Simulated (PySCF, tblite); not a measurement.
One entry of a table of gas-phase calculations, keyed by method. Lists by class give the value and the number of equivalent atoms.

```json
{
 "formula": "C4H14N2OSi2",
 "smiles": "CN[Si@@H]1CC[Si@](C)(N)O1",
 "charge": 0,
 "multiplicity": 1,
 "geometry_level": "GFN2-xTB",
 "atoms_angstrom": [
  ["C", 3.503, -0.149, 1.132],
  ["N", 2.082, -0.26, 1.347],
  ["Si", 1.031, -0.765, 0.088],
  ["C", 0.774, 0.613, -1.195],
  ["C", -0.723, 0.612, -1.531],
  ["Si", -1.647, 0.072, 0.045],
  ["C", -3.178, -1.007, -0.183],
  ["N", -2.08, 1.463, 0.973],
  ["O", -0.461, -0.834, 0.747],
  ["H", 4.011, -1.12, 1.146],
  ["H", 3.951, 0.486, 1.899],
  ["H", 3.671, 0.304, 0.159],
  ["H", 1.871, -0.617, 2.267],
  ["H", 1.269, -2.084, -0.514],
  ["H", 1.038, 1.574, -0.747],
  ["H", 1.376, 0.514, -2.098],
  ["H", -1.037, 1.579, -1.92],
  ["H", -0.905, -0.117, -2.322],
  ["H", -2.97, -1.874, -0.799],
  ["H", -3.545, -1.36, 0.774],
  ["H", -3.969, -0.437, -0.654],
  ["H", -2.723, 1.342, 1.74],
  ["H", -1.342, 2.091, 1.25]
 ],
 "electronic_structure_code": "PySCF",
 "results": {
  "GFN2-xTB geometry": {
   "point_group": "C1",
   "rotational_constants_GHz": [2.277, 0.698, 0.671]
  },
  "PBE0/pcSseg-1 ground state and GIAO shieldings, non-relativistic": {
   "dipole_D": 1.27,
   "homo_eV": -6.66,
   "lumo_eV": 0.93,
   "shift_vs_computed_TMS_C_by_class_ppm": [
    [28.4, 1],
    [12.5, 1],
    [10.3, 1],
    [-2.2, 1]
   ],
   "shift_vs_computed_TMS_H_by_class_ppm": [
    [5.23, 1],
    [2.67, 3],
    [1.08, 1],
    [1.07, 1],
    [0.78, 2],
    [0.61, 1],
    [0.56, 1],
    [0.53, 1],
    [0.03, 3]
   ],
   "shielding_other_nuclei_by_class_ppm": [
    ["N", 233.3, 1],
    ["N", 236.9, 1],
    ["O", 232.6, 1],
    ["Si", 344.4, 1],
    ["Si", 353.5, 1]
   ],
   "charges_hirshfeld_e_by_atom": [-0.07, -0.25, 0.43, -0.17, -0.17, 0.47, -0.22, -0.33, -0.32, 0.03, 0.04, 0.05, 0.12, -0.1, 0.04, 0.03, 0.04, 0.04, 0.04, 0.04, 0.04, 0.11, 0.12]
  },
  "GFN2-xTB harmonic vibrations, gas phase": {
   "strongest_ir_bands_cm-1_km_per_mol_modes": [
    [529.2, 228.9, 1],
    [702.5, 197.8, 1],
    [867.1, 176.9, 1],
    [910.6, 217.8, 1],
    [928.3, 650.3, 1],
    [2203.1, 345.6, 1]
   ],
   "zpe_kcal_per_mol": 116.1
  }
 }
}
```

 The zero-point energy, half the sum of the 63 harmonic wavenumbers, equals 40620 cm⁻¹ or 486 kJ/mol. The dipole matches unit charges of opposite sign 0.26 Å apart (1 e·Å = 4.8032 D). With B = h/(8π²I), that is 505.379 GHz u Å² over I, the principal moments of inertia are 221.9, 724.5 and 752.9 u Å² (most abundant isotopes). The rotational constants make it an asymmetric top with κ = (2B − A − C)/(A − C) = -0.97, nearer the prolate limit (−1).

One conformer (not necessarily the lowest) at the GFN2-xTB geometry, without solvent or vibrations. NMR classes are plain means over equivalent atoms (diastereotopic ones count apart unless rotation or inversion swaps them), as if these changed places fast; in this geometry the members of some classes differ.
